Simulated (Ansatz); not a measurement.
Geometry optimisation, RKS B3LYP-D4/def2-SVP in Ansatz.

input.yaml

```yaml
crystal:
  periodic: [false, false, false]
  atoms:
    - { symbol: C, position_ang: [-0.10103, 1.37736, -1.1113] }
    - { symbol: "N", position_ang: [0.11989, 0.73012, -0.0681] }
    - { symbol: Si, position_ang: [0.54227, -0.88618, 0.32358] }
    - { symbol: S, position_ang: [-1.15513, -1.57126, 1.45618] }
    - { symbol: H, position_ang: [-0.03143, 0.97343, -2.12421] }
    - { symbol: H, position_ang: [-0.38089, 2.4252, -1.03469] }
    - { symbol: H, position_ang: [1.69105, -0.72457, 1.20102] }
    - { symbol: H, position_ang: [0.70784, -1.90526, -0.70348] }
    - { symbol: H, position_ang: [-1.39257, -0.41885, 2.06099] }
basis:
  gaussian: { orbitals: def2-SVP }
hamiltonian:
  xc: b3lyp
  dispersion: d4
relax:
  f_tol: 0.015
  max_steps: 40
```

Launched with:

```bash
$ ansatz run input.yaml --threads 1 --pin off --max-ram 2048MiB --backend cpu --events-out ev --progress --plain --runs-dir out
```

Where does it end, and by what steps?

It converged. After 13 steps the energy has fallen by 0.162 eV; H9 moved furthest, 0.50 Å.

```csv
step,energy less start (eV),largest force component (eV/Å),accepted
0,0.0000,1.061,yes
1,-0.0832,0.630,yes
2,-0.1003,0.756,yes
3,-0.1211,0.948,yes
4,-0.1490,0.417,yes
5,-0.1471,0.654,no
6,-0.1574,0.245,yes
7,-0.1603,0.058,yes
8,-0.1611,0.084,yes
9,-0.1615,0.069,yes
10,-0.1617,0.017,yes
11,-0.1616,0.040,no
12,-0.1618,0.027,yes
13,-0.1618,0.008,yes
```

```xyz
9
Properties=species:S:1:pos:R:3
C -0.050 1.384 -1.173
N 0.056 0.904 -0.008
Si 0.424 -0.767 0.382
S -1.252 -1.649 1.402
H 0.090 0.803 -2.112
H -0.298 2.453 -1.323
H 1.640 -0.744 1.236
H 0.636 -1.635 -0.818
H -1.245 -0.748 2.413
```

The run took 61 s on 1 thread of Intel(R) Xeon(R) Platinum 8375C CPU @ 2.90GHz (Ice Lake), with other jobs on the host, peak memory 0.19 GiB.
